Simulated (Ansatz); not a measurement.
Cost and result up the ladder for ZrH4 (5 atoms). The state is a singlet with charge 0. Geometry: PBE-D4/def2-TZVP.

Cartesian coordinates in Å:
```
Zr 0.000 0.000 0.000
H -0.862 1.445 0.772
H -1.243 -1.082 -0.842
H 0.874 -0.970 1.312
H 1.231 0.607 -1.242
```

Ansatz on 4 threads of Arm Neoverse V2 on a shared host. Times are rough, and most runs start from the orbitals of an earlier one. ωB97M-V/def2-TZVP serves as the yardstick here, not as an exact answer. Differences are given only for rows in sets of like size (and for xTB, whose basis is part of the method), since another set adds its own error. Binding counts from free atoms at the same level (Zr triplet, H doublet; other spins of the atoms weren't run), without zero-point energy or a counterpoise term.

In the def2 sets Zr takes a core potential; there is no spin–orbit coupling. LC-ωPBE has ω = 0.4 bohr⁻¹. B3LYP takes the VWN-RPA correlation. Correlated methods freeze no core orbitals; core or outer-core shells of Zr are correlated, in sets that lack core-valence functions.

Correlated methods converge slowly with the basis.

| level | functions | wall time | binding energy per atom (eV) | difference from ωB97M-V/def2-TZVP (eV) |
| --- | --- | --- | --- | --- |
| MP2/def2-TZVP | 64 | 0.2 s | 2.27 | -0.20 |
| PBE0-D4/def2-SVP | 51 | 0.3 s | 2.44 | – |
| B3LYP-D4/def2-TZVP | 64 | 0.4 s | 2.52 | 0.05 |
| PBE0-D4/def2-TZVP | 64 | 0.45 s | 2.43 | -0.03 |
| LC-ωPBE/def2-TZVP | 64 | 0.45 s | 2.45 | -0.02 |
| CAM-B3LYP-D4/def2-TZVP | 64 | 0.45 s | 2.51 | 0.04 |
| CCSD(T)/def2-TZVPP | 112 | 1.1 s | 2.45 | -0.02 |
| ωB97X-V/def2-TZVP | 64 | 1.4 s | 2.52 | 0.06 |
| ωB97M-V/def2-TZVP | 64 | 1.4 s | 2.47 | 0.00 |
